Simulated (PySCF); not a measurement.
**`F[C@@H]1CC[S@+]1[AlH3-]`, C3H8AlFS**

Molfile (atoms numbered from 1):
```
C3H8AlFS
     RDKit          3D

 14 14  0  0  0  0  0  0  0  0999 V2000
   -0.3637    1.9460    0.9865 F   0  0  0  0  0  0  0  0  0  0  0  0
   -0.9058    1.1982    0.0122 C   0  0  2  0  0  0  0  0  0  0  0  0
   -1.3895   -0.1834    0.4331 C   0  0  0  0  0  0  0  0  0  0  0  0
   -0.7613   -0.9585   -0.7306 C   0  0  0  0  0  0  0  0  0  0  0  0
    0.3108    0.4666   -1.1947 S   0  0  0  0  0  0  0  0  0  0  0  0
    2.3123   -0.0682    0.1954 Al  0  0  0  0  0  4  0  0  0  0  0  0
   -1.6307    1.8129   -0.5454 H   0  0  0  0  0  0  0  0  0  0  0  0
   -2.4776   -0.2857    0.5556 H   0  0  0  0  0  0  0  0  0  0  0  0
   -0.8903   -0.4400    1.3781 H   0  0  0  0  0  0  0  0  0  0  0  0
   -1.4466   -1.1898   -1.5569 H   0  0  0  0  0  0  0  0  0  0  0  0
   -0.1806   -1.8516   -0.4632 H   0  0  0  0  0  0  0  0  0  0  0  0
    3.0053    1.3654    0.3068 H   0  0  0  0  0  0  0  0  0  0  0  0
    1.5443   -0.6793    1.4665 H   0  0  0  0  0  0  0  0  0  0  0  0
    2.8725   -1.1332   -0.8659 H   0  0  0  0  0  0  0  0  0  0  0  0
  1  2  1  0
  2  3  1  0
  3  4  1  0
  4  5  1  0
  5  6  1  1
  5  2  1  0
  2  7  1  6
  3  8  1  0
  3  9  1  0
  4 10  1  0
  4 11  1  0
  6 12  1  0
  6 13  1  0
  6 14  1  0
M  CHG  2   5   1   6  -1
M  END
```

Level of theory: TDDFT CAM-B3LYP/def2-SVPD circular dichroism and optical rotation, one conformer, gas phase (PySCF 2.14.0). Geometry: PBE0-D3(BJ)/def2-SVP.

(1) Draw the ECD and absorption spectra from the lowest 8 states, each a Gaussian of half-width 0.3 eV at 1/e height.

Answers

(1) 
| E (eV) | λ (nm) | Δε (L mol⁻¹ cm⁻¹) | ε (L mol⁻¹ cm⁻¹) |
| --- | --- | --- | --- |
| 4.95 | 250 | +0.15 | 3.63 |
| 5.05 | 245 | +0.40 | 9.86 |
| 5.15 | 241 | +0.87 | 21.5 |
| 5.25 | 236 | +1.51 | 37.6 |
| 5.35 | 232 | +2.10 | 53.8 |
| 5.45 | 227 | +2.32 | 66.7 |
| 5.55 | 223 | +1.97 | 86.9 |
| 5.65 | 219 | +1.09 | 155 |
| 5.75 | 216 | -0.13 | 352 |
| 5.85 | 212 | -1.47 | 776 |
| 5.95 | 208 | -2.56 | 1480 |
| 6.05 | 205 | -2.92 | 2360 |
| 6.15 | 202 | -2.34 | 3120 |
| 6.25 | 198 | -1.30 | 3430 |
| 6.35 | 195 | -0.80 | 3140 |
| 6.45 | 192 | -1.62 | 2440 |
| 6.55 | 189 | -3.65 | 1700 |
| 6.65 | 186 | -5.76 | 1200 |
| 6.75 | 184 | -6.36 | 1020 |
| 6.85 | 181 | -4.74 | 1130 |
| 6.95 | 178 | -2.34 | 1530 |
| 7.05 | 176 | -2.78 | 2260 |
| 7.15 | 173 | -9.60 | 3290 |
| 7.25 | 171 | -22.80 | 4420 |

Δε uses R in velocity form, ε uses f in length form. Only the states computed contribute, so the short-wavelength end is incomplete.
